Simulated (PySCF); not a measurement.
## [BiCl2]+, singlet: molecular constants

Computed with PBE0/[Bi def2-TZVP with ECP60, Cl def2-TZVP], scalar-relativistic core potentials, density fitting, no spin–orbit coupling, PySCF.

The structure is a minimum.

Z-matrix (Å, degrees; charge 1 multiplicity 1):
```
Bi
Cl 1 2.3421
Cl 1 2.3421 2 99.38
```

- Point group: C2v
- Bond lengths: Bi–Cl 2.342 Å (×2)
- Bond angles: Cl–Bi–Cl 99.4°
- Rotational constants: 0.1401, 0.07556, 0.04909 cm⁻¹
- Enthalpy at 298.15 K above 0 K: 13.37 kJ/mol
- Lowest empty level: -10.05 eV
- Zero-point energy: 5.5 kJ/mol
- Rotational symmetry number: 2
- Heat capacity Cp at 298.15 K: 53.7 J/(mol K)
- Highest occupied level: -14.65 eV
- Principal polarisabilities: 33.9, 55.9, 77.9 bohr³
- Entropy at 298.15 K and 1 bar: 309.4 J/(mol K)
- Principal quadrupole moments (Buckingham, traceless) about the centre of mass: -0.42, -0.26, 0.68 D Å
- Dipole moment about the centre of mass: 2.30 D

Harmonic modes (masses in u: Bi 208.980, Cl 34.969):
| symmetry | ω (cm⁻¹) | IR (km/mol) | type |
| --- | --- | --- | --- |
| a1 | 123 | 1.2 | bend |
| b2 | 390 | 57.6 | stretch |
| a1 | 404 | 17.4 | stretch |

In C2v the vibrations span 2a1 + b2. Here b1 is antisymmetric to the molecular plane and b2 lies in it.

Charges (e):
| atom | Mulliken | Löwdin | polar tensor | Mayer order to Bi1 |
| --- | --- | --- | --- | --- |
| Bi1 | 1.24 | 0.73 | 1.65 | – |
| Cl2,3 | -0.12 | 0.14 | -0.33 | 1.33 |

Mulliken populations on Bi1 (electrons outside its core potential): s 3.91, p 7.60, d 10.18, f 0.08.

Outer orbital energies (eV). occupied: -28.23, -23.11, -16.82, -16.06, -15.63, -14.89, -14.71, -14.65; empty: -10.05, -7.21, -7.09, -1.58.

Counting electrons, bismuth keeps 2 of its valence electrons outside its bonds, so the VSEPR class is AX2E1 and the expected shape is bent (C2v), as computed.

Only a few start shapes were tried, so a lower isomer may exist. No spin–orbit coupling is included, which matters more the heavier the element.

The final relaxation and frequency run took about 3 core-minutes on a shared host.
